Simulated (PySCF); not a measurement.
C9H9 (doublet state).
Geometry (GFN2-xTB, Å), atoms numbered from 1 in this order:
```xyz
18
C9H9 angstrom
C     -3.2548    0.3501    0.1365
C     -1.8996    0.1414    0.1226
C     -1.3373   -1.1519    0.3430
C      0.0120   -1.3482    0.3260
C      0.9124   -0.2891    0.0928
C      2.3288   -0.5604    0.0913
C      3.3150    0.3177   -0.1069
C      0.3690    0.9923   -0.1285
C     -0.9775    1.2056   -0.1146
H     -3.6724    1.3268   -0.0311
H     -3.9425   -0.4570    0.3156
H     -2.0083   -1.9785    0.5262
H      0.4116   -2.3390    0.4955
H      2.5908   -1.5965    0.2739
H      4.3467    0.0115   -0.0884
H      3.1375    1.3629   -0.2924
H      1.0340    1.8225   -0.3123
H     -1.3742    2.1962   -0.2855
```

The hyperfine couplings belong to this conformer and change with its torsions.

The species is `C(=C)c1ccc(cc1)[CH2]` [radical].

Theory: UKS B3LYP, pcH-1 on C H, non-relativistic, mean-field spin-orbit, GIAO (PySCF). The structure is a single GFN2-xTB conformer in the gas phase; no vibrational or solvent corrections. The geometry wasn't refined by DFT: couplings that depend on bond lengths, twists or pyramidal angles can differ widely from those at the functional's own minimum. Stability of the SCF solution: not tested. ⟨S²⟩ is 0.794 where a pure state has 0.75.

What is the g tensor, term by term?

```csv
Δg (ppm),1,2,3
relativistic mass correction,-142,-142,-142
gauge correction,0,28,35
orbital Zeeman/spin–orbit,-2,587,599
total,-144,473,492
```

So g = 2.00218, 2.00279, 2.00281 and g_iso = 2.00259; the tensor is close to axial: the two nearest values differ by 3 % of g3 − g1. Axes: g1 is normal to the molecular plane.

How much does each term add to the isotropic shift?

The orbital-Zeeman/spin–orbit term 395, the mass correction -142 and the gauge correction 21 ppm, for a total of 274 ppm. The orbital-Zeeman/spin–orbit term is the largest in size. The mass correction is the same along every axis, so the anisotropy comes from the other two: their spans along these axes are 35 (gauge) and 600 ppm (orbital Zeeman/spin–orbit).

What are the electron Larmor frequencies g μB B/h along the three axes at 340 mT?

9.5278, 9.5307, 9.5308 GHz for g1, g2 and g3, a range of 3.0 MHz.

What effective moment and Curie constant follow for a powder?

With the mean of g² = 4.0104 and S(S+1) = 0.75: μ_eff = √(⟨g²⟩S(S+1)) = 1.734 μB and χT = 0.12505·⟨g²⟩·S(S+1) = 0.376 cm³ K/mol (cgs; spin-Hamiltonian part alone).

In a frozen sample, at which fields do the three g values resonate at 9.5, 34, 94 and 263 GHz (hyperfine left aside), and which band first spreads them over more than twice a line width of 1.0 mT?

| band | GHz | B(g3) mT | B(g2) mT | B(g1) mT | spread mT |
| --- | --- | --- | --- | --- | --- |
| X | 9.5 | 338.90 | 338.90 | 339.01 | 0.11 |
| Q | 34.0 | 1212.91 | 1212.92 | 1213.29 | 0.38 |
| W | 94.0 | 3353.33 | 3353.36 | 3354.39 | 1.06 |
| J | 263.0 | 9382.19 | 9382.28 | 9385.17 | 2.98 |

The spread grows in proportion to the frequency. J band is the first where it exceeds 2.0 mT.

The largest Mulliken spin populations are on C1 (+0.68), C5 (+0.30), C3 (+0.26) and C7 (+0.24). Five atoms exceed +0.15. The positive populations add up to 1.71 and the negative ones to -0.71, together 2S = 1. The angles at C1 add up to 360.0°, so it is planar; its axial dipolar tensor and the negative couplings of its protons fit spin in a p orbital normal to that plane.

The HOMO–LUMO gaps are 4.16 eV among the α and 4.02 eV among the β orbitals.
